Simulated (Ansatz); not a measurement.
Consider the homolysis of the S–Si bond: `F[SiH2]S[SiH](F)F` → `F[SiH2][S]`• + `F[SiH]F`•.

Program: Ansatz. Geometries: PBE0-D4/def2-TZVP. ΔE: electronic, gas phase. CCSD(T)/CBS is the MP2 limit (def2-TZVPP, def2-QZVPP) plus CCSD(T) − MP2 in def2-TZVPP, frozen cores. This one scheme is used for every species. DFT in def2-TZVPP. No spin–orbit coupling; open shells (•) take unrestricted orbitals. Each species was taken in one conformer, which may not be the lowest.

| level | ΔE (kJ/mol) |
| --- | --- |
| PBE-D4 | 391.1 |
| B97M-V | 406.0 |
| r2SCANh-D4 | 390.4 |
| r2SCAN0-D4 | 390.6 |
| r2SCAN0 | 386.8 |
| CCSD/def2-SVP | 375.8 |
| SCS-MP2/def2-QZVPP | 415.6 |
| MP2/CBS(def2) | 431.0 |

Question: What does CCSD(T)/CBS give? (An estimate is asked.)

Answer: The calculation gave: +413.7 kJ/mol. The listed levels differ from it by -22.6, -7.7, -23.3, -23.1, -26.9, -37.9, 1.9, 17.3 kJ/mol.

Question: What do rigid-rotor, harmonic-oscillator terms from PBE0-D4/def2-TZVP frequencies (298.15 K, 1 bar) make of the CCSD(T)/CBS value? (Best estimate.)

Answer: Computed: ΔZPE = -12.0 kJ/mol, ΔH = +402.8 kJ/mol, ΔS = 171 J/(mol·K), ΔG = +351.7 kJ/mol. Open shells count their whole term as degenerate. Modes under 50 cm⁻¹ make the entropy rough.

Largest T1 diagnostic among the species: 0.014.

The D4 term adds +19.9 kJ/mol with B3LYP and +10.7 kJ/mol with PBE0; it sums over pairs of atoms, weighted by their polarisabilities, and B3LYP, whose exchange is more repulsive, gets the larger term. From BLYP to BHLYP (50 % exact exchange), in def2-TZVPP and without D4, ΔE moves by +22.3 kJ/mol. At CCSD(T), def2-SVP lies −31.4 kJ/mol from the extrapolated value and def2-TZVPP −14.8 kJ/mol: correlation converges slowly with the basis, and small sets miss more of it in the bonded molecule than in its fragments.

B3LYP here is the variant with VWN-RPA as its local correlation; programs differ in this.
